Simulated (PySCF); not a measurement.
[GaBrH3]- (charge -1).
Bonds: Ga1–Br2. Hydrogens: H3, H4, H5 on Ga1.

Computed, not measured: PBE0-D3(BJ)/def2-SVP geometry optimisation, gas phase in PySCF.

How far are the bound atoms from Ga1?

4 atoms: H3 1.606 Å, H5 1.606 Å, H4 1.606 Å, Br2 2.474 Å.

List the angles at Ga1.

```
     angle  degrees  distance of the outer atoms (Å)
 H4–Ga1–H5    113.1                             2.68
 H3–Ga1–H5    113.0                             2.68
 H3–Ga1–H4    113.0                             2.68
Br2–Ga1–H4    105.6                             3.29
Br2–Ga1–H3    105.6                             3.29
Br2–Ga1–H5    105.6                             3.29
```

What is the shape at Ga1?

Distorted tetrahedral: angles from 105.6° to 113.1°; τ4 = (360° − α − β)/141° = 0.95 with α and β the two widest (0 for a square, 1 for a tetrahedron).

What are the rotational constants (commonest isotopes, rigid rotor)?

A = 69848, B = 2124, C = 2124 MHz: a prolate symmetric top.

Point group: C3v (every atom within 0.08 Å of its image). Charge -1, singlet. Whether it is a minimum is left open (no frequencies).
